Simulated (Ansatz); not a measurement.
C$_{4}$H$_{9}$ClFGa (`C[C](C)(C)[Ga]([F])[Cl]`). Total charge 0; spin multiplicity 1. Correlated methods include outer-core shells of Ga, which these sets cover unevenly. Scalar relativity is left out up to krypton.

```json
{"atom": "C1", "x (Å)": "1.006", "y (Å)": "0.588", "z (Å)": "1.021"}
{"atom": "C2", "x (Å)": "0.051", "y (Å)": "-0.036", "z (Å)": "0.007"}
{"atom": "C3", "x (Å)": "0.775", "y (Å)": "-0.336", "z (Å)": "-1.298"}
{"atom": "C4", "x (Å)": "-0.557", "y (Å)": "-1.312", "z (Å)": "0.586"}
{"atom": "Ga5", "x (Å)": "-1.426", "y (Å)": "1.241", "z (Å)": "-0.313"}
{"atom": "F6", "x (Å)": "-2.349", "y (Å)": "1.896", "z (Å)": "1.029"}
{"atom": "Cl7", "x (Å)": "-2.119", "y (Å)": "1.975", "z (Å)": "-2.201"}
{"atom": "H8", "x (Å)": "1.807", "y (Å)": "-0.126", "z (Å)": "1.254"}
{"atom": "H9", "x (Å)": "0.505", "y (Å)": "0.839", "z (Å)": "1.959"}
{"atom": "H10", "x (Å)": "1.483", "y (Å)": "1.495", "z (Å)": "0.638"}
{"atom": "H11", "x (Å)": "0.110", "y (Å)": "-0.774", "z (Å)": "-2.047"}
{"atom": "H12", "x (Å)": "1.584", "y (Å)": "-1.054", "z (Å)": "-1.112"}
{"atom": "H13", "x (Å)": "1.223", "y (Å)": "0.558", "z (Å)": "-1.737"}
{"atom": "H14", "x (Å)": "-1.239", "y (Å)": "-1.801", "z (Å)": "-0.114"}
{"atom": "H15", "x (Å)": "0.245", "y (Å)": "-2.026", "z (Å)": "0.810"}
{"atom": "H16", "x (Å)": "-1.099", "y (Å)": "-1.126", "z (Å)": "1.517"}
```

Question: Give the diagnostics of a CCSD(T)/def2-TZVPP run (frozen core, the Gaussian-basis code of Ansatz). (Best estimate.)

Answer: The calculation gave: T1 = 0.0116, largest single amplitude 0.027, largest double 0.021, (T) share of the correlation energy 3.8 %, 9 CCSD cycles. The RHF solution is stable towards an unrestricted one. T1 lies under the customary mark of 0.02 for closed shells.
